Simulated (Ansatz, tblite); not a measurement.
Spin states of Rb₂F₂⁺ (the lowest doublet isomer of a short search), each relaxed with PBE0-D4/def2-TZVP in Ansatz. Electronic energies in the gas phase.

In the def2 sets Rb takes a core potential; there is no spin–orbit coupling. The xTB rows come from tblite. Correlated methods freeze 2 core orbitals; core or outer-core shells of Rb are correlated, in sets that lack core-valence functions. In CCSD on the charge 1 doublet the largest single amplitude is 0.16, so its Hartree–Fock determinant may place the open shell otherwise than the density functionals do. In the doublet, F3 and F4 lie 1.95 Å apart (atoms count from 1), so these atoms are partly bonded to each other. In the quartet geometry the species has come apart into loosely held pieces. The structure comes from a short search, and lower isomers may exist.

Doublet geometry (D2h within 0.1 Å):

```xyz
4

Rb    1.2586   -1.6757    1.3307
Rb   -1.2576    1.6751   -1.3324
F     0.7345    0.6342    0.1040
F    -0.7356   -0.6336   -0.1022
```

Quartet geometry (Cs within 0.1 Å):

Cartesian coordinates in Å:
```
Rb 2.1912 -0.3641 2.3523
Rb -2.5066 -2.0268 0.2763
F 0.6078 0.1848 -1.5234
F -0.2924 2.2062 -1.1052
```

⟨S²⟩: doublet 0.76 at PBE0-D4/def2-TZVP (pure 0.75), quartet 3.75 at PBE0-D4/def2-TZVP (pure 3.75).

Only these spin states were relaxed. The quartet has fallen apart into loose fragments. The quartet has other bonds than the doublet, so the gap mixes isomer and spin.

| level | quartet − doublet (kJ/mol) | lowest of these |
| --- | --- | --- |
| GFN1-xTB | 574.6 | doublet |
| HF/def2-TZVP | 393.8 | doublet |
| ωB97X-V/def2-TZVP | 719.3 | doublet |
| MP2/def2-TZVP | 662.0 | doublet |
| MP2/def2-TZVPP | 665.2 | doublet |
| CCSD/def2-TZVPP | 642.0 | doublet |

Problem. Estimate the rows for HF/def2-TZVPP, BLYP-D4/def2-TZVP, r2SCAN-D4/def2-TZVP, B97M-V/def2-TZVP, RPA@PBE/def2-TZVP, CCSD(T)/def2-TZVPP.

Solution. 
```csv
level,quartet − doublet (kJ/mol),lowest of these
HF/def2-TZVPP,394.5,doublet
BLYP-D4/def2-TZVP,683.8,doublet
r2SCAN-D4/def2-TZVP,725.3,doublet
B97M-V/def2-TZVP,708.3,doublet
RPA@PBE/def2-TZVP,634.7,doublet
CCSD(T)/def2-TZVPP,662.7,doublet
```

The xTB methods have no spin-polarisation term.
